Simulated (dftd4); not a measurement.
F₃Si (SMILES F[Si](F)F), doublet, at a GFN2-xTB geometry; D4 for bp86 in dftd4.

The dftd4 input:
```
$ dftd4 mol.xyz --func bp86 --charge 0 --json dftd4.json --noedisp

# file mol.xyz
4

Si     0.25525364     0.24331611     0.24315598
F     -0.69074141    -0.73372896     1.06805322
F     -0.73927609     1.06837931    -0.68429241
F      1.03295628    -0.71314208    -0.76200346
```

It wrote (shortened):

```
                    ____  _____ _____     ____  _  _
      -------------|  _ \|  ___|_   _|---|  _ \| || |------------
     |             | | | | |_    | | ___ | | | | || |_           |
     |             | |_| |  _|   | ||___|| |_| |__   _|          |
     |             |____/|_|     |_|     |____/   |_|            |
     |             ===================================           |
     |            E. Caldeweyher, S. Ehlert & S. Grimme          |
     |          Mulliken Center for Theoretical Chemistry        |
     |                    University of Bonn                     |
      -----------------------------------------------------------

Rational (Becke-Johnson) damping: bp86-D4-ATM
---------------------
  s6         1.0000
  s8         3.3550
  s9         1.0000
  a1         0.4365
  a2         4.9241
 alp        16.0000
--------------------

Dispersion energy:      -2.8470964691688E-03 Eh

[Info] JSON dump of results written to 'dftd4.json'
```
